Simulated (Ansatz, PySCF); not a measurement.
Species: sum formula BHCl (charge 0, doublet). It need not be the lowest isomer of its formula. 
Structure (B3LYP-D3(BJ)/def2-TZVP (Ansatz, an electronic-structure program) minimum search):
```xyz
3

B     -1.1616     0.4363     0.0257
Cl     0.4653    -0.1115    -0.0041
H     -2.1022    -0.2864    -0.0582
```
Charge 0, spin multiplicity 2.

Wanted: vertical ionisation energy (to the singlet state of charge +1; each state is the SCF solution reached for its spin), in eV. Cores are frozen in the correlated levels unless marked. UHF or UKS for open shells. Spin-orbit coupling is left out. No relativistic terms. CBS marks a two-point X^-3 extrapolation of the correlation energy; Hartree-Fock from the larger set. The bracket is a focal-point correction in the basis named.

```tsv
level	program	vertical ionisation energy (eV)	minus last row
HF/aug-cc-pV(Q+d)Z	Ansatz	8.61	-0.12
MP2/def2-QZVPPD	Ansatz	8.67	-0.06
RI-MP2/aug-cc-pV(Q+d)Z	Ansatz	8.68	-0.05
RI-MP2/def2-QZVPPD	Ansatz	8.67	-0.06
RI-MP2/CBS(def2-TZVPPD,def2-QZVPPD)	Ansatz	8.70	-0.03
SCS-MP2/def2-TZVPPD	Ansatz	8.58	-0.15
CCSD/aug-cc-pV(Q+d)Z	Ansatz	8.75	0.02
CCSD/def2-QZVPPD	Ansatz	8.74	0.01
RI-MP2/CBS(def2-TZVPPD,def2-QZVPPD)+[CCSD(T)-MP2]/def2-SVPD	Ansatz	8.66	-0.07
CCSD(T)/CBS(aug-cc-pV(T+d)Z,aug-cc-pV(Q+d)Z)	Ansatz	8.73	0.00
```

For comparison, minus the highest occupied orbital energy (PySCF): 6.17 eV at PW6B95/def2-TZVPD, 5.11 eV at TPSS/def2-TZVPD, 7.17 eV at M06-2X/def2-TZVPD.
